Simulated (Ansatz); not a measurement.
`COCCOS(=O)(=O)CC(F)(F)C(F)F`, 25 atoms. Hardware: 4 threads of Intel Xeon on a shared host.

Correlated methods freeze 19 core orbitals.

Task: How many basis functions does each of these Ansatz runs have, and roughly what does it cost? PBE0-D4/def2-SVP, charge 0 singlet, energy, from earlier orbitals; PBE-D4/def2-SVP, charge 0 singlet, energy, from earlier orbitals; PBE-D4/def2-SVP, charge 0 triplet at the geometry of the charge 0 singlet, energy, from earlier orbitals; r2SCAN-D4/def2-TZVP, charge 0 singlet, energy, from earlier orbitals; PBE0-D4/def2-SVP, charge 0 triplet at the geometry of the charge 0 singlet, energy; PBE-D4/def2-SVP, charge 1 doublet at the geometry of the charge 0 singlet, energy, from earlier orbitals; PBE-D4/def2-TZVP, charge 0 singlet, energy and forces, from earlier orbitals; MP2/def2-SVP, charge 0 singlet, energy, from earlier orbitals; HF/STO-3G, charge 0 singlet, energy; PBE-D4/def2-SVP, charge -1 doublet at the geometry of the charge 0 singlet, energy, from earlier orbitals; PBE0-D4/def2-TZVP, charge 0 singlet, energy and forces, from earlier orbitals; PBE0-D4/def2-SVP, charge -1 doublet at the geometry of the charge 0 singlet, energy.

Result: Other jobs shared the machine, so times can vary by a factor of up to 3. A dash marks memory too small to be measured apart from the calling script's.

| run | functions | fitting or Cholesky vectors | wall time | peak host memory (GiB) |
| --- | --- | --- | --- | --- |
| HF/STO-3G, charge 0 singlet, energy | 89 | 1292 | 3.8 s | – |
| PBE-D4/def2-SVP, charge 0 singlet, energy, from earlier orbitals | 264 | 2897 | 15 s | – |
| PBE0-D4/def2-SVP, charge 0 singlet, energy, from earlier orbitals | 264 | 2900 | 24 s | 1.8 |
| PBE-D4/def2-SVP, charge -1 doublet at the geometry of the charge 0 singlet, energy, from earlier orbitals | 264 | 2897 | 27 s | – |
| MP2/def2-SVP, charge 0 singlet, energy, from earlier orbitals | 264 | 2581 | 32 s | 1 |
| PBE-D4/def2-SVP, charge 1 doublet at the geometry of the charge 0 singlet, energy, from earlier orbitals | 264 | 2897 | 34 s | – |
| PBE-D4/def2-SVP, charge 0 triplet at the geometry of the charge 0 singlet, energy, from earlier orbitals | 264 | 2897 | 38 s | – |
| PBE-D4/def2-TZVP, charge 0 singlet, energy and forces, from earlier orbitals | 531 | 3009 | 45 s | 1.6 |
| r2SCAN-D4/def2-TZVP, charge 0 singlet, energy, from earlier orbitals | 531 | 3009 | 52 s | 1.7 |
| PBE0-D4/def2-SVP, charge -1 doublet at the geometry of the charge 0 singlet, energy | 264 | 2582 | 63 s | 1.7 |
| PBE0-D4/def2-SVP, charge 0 triplet at the geometry of the charge 0 singlet, energy | 264 | 2581 | 87 s | 1.7 |
| PBE0-D4/def2-TZVP, charge 0 singlet, energy and forces, from earlier orbitals | 531 | 3019 | 2.1 min | 3.5 |
